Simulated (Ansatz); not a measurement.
Consider the ligand exchange at the Si–O bond: `F[Si](F)(F)O[SiH3]` + `N[SiH2]O[SiH3]` → `[SiH3]N[SiH2]O[SiH3]` + `O[Si](F)(F)F`.

Computed with Ansatz on PBE0-D4/def2-TZVP structures; ΔE is electronic, products minus reactants. CBS: MP2 limit from def2 TZ/QZ plus the TZ coupled-cluster correction, frozen cores. DFT in def2-TZVPP. Each species was taken in one conformer, which may not be the lowest.

`F[Si](F)(F)O[SiH3]`:

Z-matrix (Å, degrees):
```
Si
F 1 1.570
F 1 1.570 2 107.8
F 1 1.568 2 108.1 3 116.6
O 1 1.585 2 111.3 3 -122.3
Si 5 1.646 1 156.2 2 57.7
H 6 1.482 5 109.1 1 61.1
H 6 1.482 5 109.1 1 -59.3
H 6 1.480 5 107.6 1 -179.1
```

`N[SiH2]O[SiH3]`:

Z-matrix (Å, degrees):
```
Si
O 1 1.640
N 1 1.701 2 114.3
H 1 1.483 2 107.7 3 119.4
H 1 1.484 2 107.7 3 -119.4
Si 2 1.630 1 148.8 3 178.7
H 3 1.007 1 121.3 2 -75.2
H 3 1.007 1 121.3 2 75.3
H 6 1.484 2 108.5 1 -179.2
H 6 1.487 2 110.5 1 61.0
H 6 1.487 2 110.5 1 -59.4
```

`[SiH3]N[SiH2]O[SiH3]`:

Cartesian coordinates in Å:
```
Si 0.952 0.532 -1.913
N 0.746 -0.871 -0.925
Si -0.658 -1.329 -0.051
O -0.769 -0.621 1.420
Si -0.628 0.815 2.191
H -0.334 1.273 -1.873
H 1.279 0.183 -3.322
H 2.042 1.408 -1.403
H 1.572 -1.429 -0.756
H -1.840 -0.925 -0.850
H -0.612 -2.790 0.188
H -0.391 0.554 3.632
H -1.873 1.609 2.028
H 0.513 1.591 1.634
```

`O[Si](F)(F)F`:

Cartesian coordinates in Å:
```
O 0.794 0.852 -0.516
Si -0.281 -0.095 0.205
F 0.391 -1.137 1.172
F -1.140 -0.918 -0.822
F -1.236 0.823 1.039
H 1.472 0.476 -1.078
```

| level | ΔE (kJ/mol) |
| --- | --- |
| r2SCAN | 49.5 |
| MP2/def2-TZVPP | 47.8 |

Question: What does CCSD(T)/CBS give? (Estimate.)

Answer: Ansatz gave: +48.9 kJ/mol. The listed levels differ from it by 0.6, -1.1 kJ/mol.

Largest T1 diagnostic among the species: 0.011.

In def2-TZVPP, CCSD(T) changes the Hartree–Fock value by −20.1 kJ/mol (the triples alone add −3.3 kJ/mol) and MP2 by −20.7 kJ/mol. The D4 term adds −6.8 kJ/mol with B3LYP and −3.9 kJ/mol with PBE0; it sums over pairs of atoms, weighted by their polarisabilities, and B3LYP, whose exchange is more repulsive, gets the larger term.

CCSD(T)/CBS has its own doubt, a few kJ/mol and more with outer-core shells, so smaller differences from it don't rank the levels.

B3LYP here is the variant with VWN-RPA as its local correlation; programs differ in this.
